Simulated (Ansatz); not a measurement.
Molecule: sum formula H₄SiNO₃, net charge -1, singlet state. It need not be the lowest isomer of its formula. Whether it binds its extra electron was not tested at this geometry. 
Geometry from a B3LYP-D3(BJ)/def2-TZVP (Ansatz, a program for electronic structure) optimisation:
```
Si
N 1 1.6443
H 2 1.0139 1 117.72
O 1 1.6919 2 121.78 3 -57.78
H 4 0.9605 1 108.64 2 -48.42
O 1 1.6920 2 119.07 3 63.34
H 6 0.9607 1 106.82 2 24.13
O 1 1.6935 2 106.01 3 -176.76
H 8 0.9631 1 104.32 2 -2.72
```
Charge -1, spin multiplicity 1.

Total electronic energies in hartree. Cores are frozen in the correlated levels unless marked. No spin-orbit coupling. No relativistic terms. CBS(X,Y): correlation extrapolated as X^-3; Hartree-Fock from the larger set. [CCSD(T)-MP2]/basis is that difference in the basis named.

```tsv
level	program	energy (Eh)
HF/aug-cc-pV(D+d)Z	Ansatz	-570.52223
HF/aug-cc-pV(T+d)Z	Ansatz	-570.61626
HF/aug-cc-pV(Q+d)Z	Ansatz	-570.63853
RI-HF/cc-pV(T+d)Z	Ansatz	-570.59926
RI-HF/cc-pV(Q+d)Z	Ansatz	-570.63382
revPBE/def2-TZVPD	Ansatz	(withheld)
B3LYP-D4/def2-TZVPD	Ansatz + dftd4	-572.70189
r2SCAN0-D4/def2-TZVPD	Ansatz + dftd4	-572.45704
HSE06/def2-TZVPD	Ansatz	-572.21903
CAM-B3LYP/def2-TZVPD	Ansatz	(withheld)
B2GP-PLYP-D3(BJ)/def2-TZVPD	Ansatz + dftd3	-572.28031
B2PLYP-D4/def2-TZVPD	Ansatz + dftd4	-572.37177
MP2/STO-3G	Ansatz	-563.21440
RI-MP2/aug-cc-pV(Q+d)Z	Ansatz	-571.81333
SCS-MP2/cc-pV(T+d)Z	Ansatz	-571.64720
SCS-MP2/cc-pwCVTZ	Ansatz	-571.67132
SCS-MP2/cc-pV(Q+d)Z	Ansatz	-571.77610
CCSD/cc-pV(T+d)Z	Ansatz	-571.68135
CCSD/CBS(aug-cc-pV(T+d)Z,aug-cc-pV(Q+d)Z)	Ansatz	-571.8539
CCSD(T)/cc-pV(T+d)Z	Ansatz	-571.72232
CCSD(T)/aug-cc-pV(Q+d)Z	Ansatz	-571.85809
RI-MP2/CBS(aug-cc-pV(T+d)Z,aug-cc-pV(Q+d)Z)+[CCSD(T)-MP2]/aug-cc-pV(T+d)Z	Ansatz	-571.9165
CCSD(T)/CBS(aug-cc-pV(T+d)Z,aug-cc-pV(Q+d)Z)	Ansatz	-571.9059
```

Task: What belongs in the gaps?

Result: 
- revPBE/def2-TZVPD, energy (Eh): -572.50548
- CAM-B3LYP/def2-TZVPD, energy (Eh): -572.58726
